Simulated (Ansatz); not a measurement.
A nudged elastic band was laid between two geometries of BFH6OSi (10 atoms, charge 0, multiplicity 1).

Level of theory: Ansatz, RKS PBE0-D4/6-31G*.

* movable images: 5
* climbing image: yes
* spring: 5.0 eV/Å²
* optimiser: quadratic models (default)
* start path: through a guess of the saddle point
* force threshold: 0.05 eV/Å
* iteration limit: 60
* end points: relaxed

First end point:

```xyz
10
Properties=species:S:1:pos:R:3
B -0.143 -0.073 0.158
F -0.627 0.077 1.435
H 0.843 0.568 -0.110
H -0.989 -0.215 -0.707
O 0.465 -1.674 0.198
Si -0.748 -2.840 -0.163
H -0.200 -4.129 0.337
H -2.013 -2.513 0.529
H -0.884 -2.851 -1.633
H 0.949 -1.797 1.029
```

Last end point:

```xyz
10
Properties=species:S:1:pos:R:3
B 0.083 -0.147 -0.759
F 0.180 -1.695 2.677
H 0.631 0.844 -0.367
H -0.291 -0.278 -1.894
O -0.117 -1.147 0.139
Si -0.871 -2.653 -0.097
H 0.093 -3.708 0.288
H -2.088 -2.697 0.744
H -1.223 -2.763 -1.537
H 0.257 -1.203 1.877
```

Task: Which bonds break or form, and what moves?

Result: Bonds broken: B1–F2, O5–H10. Bonds formed: F2–H10. BFH6OSi becomes BH5OSi + FH.

Task: What energy profile does the band end with?

Result: The forces met the threshold. The highest image is number 2 of 0 to 6, 18.1 kcal/mol above the first end and 9.7 kcal/mol above the last; the last end lies 8.4 kcal/mol above the first. A vibrational analysis at the climbing image gives one clearly imaginary mode, 830i cm⁻¹: a first-order saddle point. The orbitals stay closed-shell, which can raise the energy where a bond breaks towards radicals; this wasn't checked here.

```json
{"image": "0", "path coordinate (Å)": "0.00", "energy (kcal/mol)": "0.0", "B1–F2 (Å)": "1.37", "O5–H10 (Å)": "0.97", "F2–H10 (Å)": "2.48"}
{"image": "1", "path coordinate (Å)": "0.95", "energy (kcal/mol)": "0.4", "B1–F2 (Å)": "1.38", "O5–H10 (Å)": "0.97", "F2–H10 (Å)": "2.19"}
{"image": "2", "path coordinate (Å)": "1.90", "energy (kcal/mol)": "18.1", "B1–F2 (Å)": "1.63", "O5–H10 (Å)": "1.30", "F2–H10 (Å)": "1.10"}
{"image": "3", "path coordinate (Å)": "2.85", "energy (kcal/mol)": "11.4", "B1–F2 (Å)": "2.41", "O5–H10 (Å)": "1.97", "F2–H10 (Å)": "0.94"}
{"image": "4", "path coordinate (Å)": "3.81", "energy (kcal/mol)": "10.3", "B1–F2 (Å)": "3.02", "O5–H10 (Å)": "1.84", "F2–H10 (Å)": "0.94"}
{"image": "5", "path coordinate (Å)": "4.77", "energy (kcal/mol)": "9.2", "B1–F2 (Å)": "3.53", "O5–H10 (Å)": "1.76", "F2–H10 (Å)": "0.94"}
{"image": "6", "path coordinate (Å)": "5.73", "energy (kcal/mol)": "8.4", "B1–F2 (Å)": "3.77", "O5–H10 (Å)": "1.78", "F2–H10 (Å)": "0.94"}
```

Task: What is the geometry of the highest image?

Result: 
```xyz
10
Properties=species:S:1:pos:R:3:forces:R:3
B -0.033 -0.216 0.006 0.00 0.00 0.00
F 0.094 -0.030 1.623 0.00 0.00 0.00
H 0.862 0.397 -0.497 0.00 0.00 0.00
H -1.175 -0.006 -0.302 0.00 0.00 0.00
O 0.291 -1.672 0.241 0.00 0.00 0.00
Si -0.715 -2.933 -0.251 0.00 0.00 0.00
H -0.120 -4.183 0.283 0.00 0.00 0.00
H -2.086 -2.745 0.293 0.00 0.00 0.00
H -0.750 -2.963 -1.733 0.00 0.00 0.00
H 0.286 -1.095 1.409 0.00 0.00 0.00
```

Task: What are the harmonic wavenumbers there?

Result: 830i, 82, 115, 187, 544, 668, 709, 738, 822, 876, 913, 949, 956, 973, 1013, 1067, 1226, 1283, 2074, 2276, 2296, 2303, 2599, 2702 cm⁻¹.

The run took 3.3 min on 1 thread of Intel(R) Xeon(R) Platinum 8488C (Sapphire Rapids), with other jobs on the host, peak memory 0.17 GiB.
